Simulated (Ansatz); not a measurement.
Computed with Ansatz on PBE0-D4/def2-TZVP structures; ΔE is electronic, products minus reactants. CCSD(T)/CBS adds triple-zeta CCSD(T) − MP2 to the extrapolated MP2 energy (def2 sets, frozen cores). Functionals use def2-TZVPP. B3LYP here is the variant with VWN-RPA as its local correlation; programs differ in this. One conformer a species, not always the lowest.

Consider the isomerisation: `S[SiH]1CN1` → `[SiH3]NC=S`.

```tsv
level	ΔE (kcal/mol)	difference from CCSD(T)/CBS
PBE-D4	-5.3	0.1
B97M-V	-5.1	0.3
PBE0-D4	-3.8	1.6
B3LYP-D4	-9.5	-4.1
BHLYP-D4	-8.5	-3.1
ωB97M-V	-4.5	0.9
B2PLYP	-8.8	-3.4
revPBE	-6.2	-0.8
BHLYP	-8.9	-3.5
RPA@PBE/def2-TZVPP	-8.3	-2.9
CCSD(T)/CBS	-5.4	0
```

Largest T1 diagnostic among the species: 0.017.

Leaving LDA and LC-ωPBE aside and taking each functional with its dispersion term where it has one, the values, not all of them listed here, spread over 7.5 kcal/mol, from BLYP-D4 to PBE-QIDH. LDA lies +2.0 kcal/mol from PBE without D4. At CCSD(T), def2-SVP lies −7.5 kcal/mol from the extrapolated value and def2-TZVPP −1.2 kcal/mol. From BLYP to BHLYP (50 % exact exchange), in def2-TZVPP and without D4, ΔE moves by +2.6 kcal/mol.
